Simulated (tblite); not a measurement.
Species: C6H12OSi.
Numbering: `[CH3:1][C:2](=[O:3])/[CH:4]=[CH:5]/[SiH:6]([CH3:7])[CH3:8]` (hydrogens: H9, H10, H11 on C1; H12 on C4; H13 on C5; H14 on Si6; H15, H16, H17 on C7; H18, H19, H20 on C8)

Structure optimised with GFN2-xTB, isolated species.

Problem. List the bond lengths, angles and torsions at this level.

Solution. 
```tsv
bond	length (Å)	order
C1–C2	1.510	single
C2=O3	1.211	double
C2–C4	1.478	single
C4=C5	1.334	double
C5–Si6	1.890	single
Si6–C7, Si6–C8	1.902	single
C1–H9, C1–H10, C1–H11	1.088	single
C4–H12	1.081	single
C5–H13	1.085	single
Si6–H14	1.474	single
C7–H15 and 5 like bonds	1.086	single
```

Bonds in one row agree within 0.01 Å and their mean is given. Orders are formal, as drawn. A selection of angles:
```tsv
angle	degrees
C1–C2–O3	122.7
C1–C2–C4	114.4
O3–C2–C4	123.0
C2–C4–C5	122.1
C4–C5–Si6	126.1
C5–Si6–C7	110.1
C5–Si6–C8	107.8
C7–Si6–C8	110.5
```

Dihedral angles: C1–C2–C4–C5 -176° (antiperiplanar); C2–C4–C5–Si6 179° (antiperiplanar); C4–C5–Si6–C7 22° (synperiplanar). The mirror-image conformer, all signs reversed, is as good.

Si6 (SiH silicon) is tetrahedral (angles from 107.8° to 110.5°). The C–C distances run from 1.334 Å (C4=C5, drawn double) to 1.510 Å (C1–C2, drawn single), a spread of 0.176 Å. Of the pairs four or more bonds apart, O3···H13 is among the closest relative to their van der Waals radii: 2.49 Å, 92 % of the sum of Bondi's values.

Point group: C1 (no symmetry element, even within 0.4 Å). Its lowest GFN2-xTB frequency is 15 cm⁻¹, too small to tell a flat minimum from a shallow saddle. One conformer, not necessarily the lowest. 3 starts were optimised and ended at 0.00, 1.11 and 1.15 kcal/mol (GFN2-xTB); the lowest of these is shown.

These are computed values.
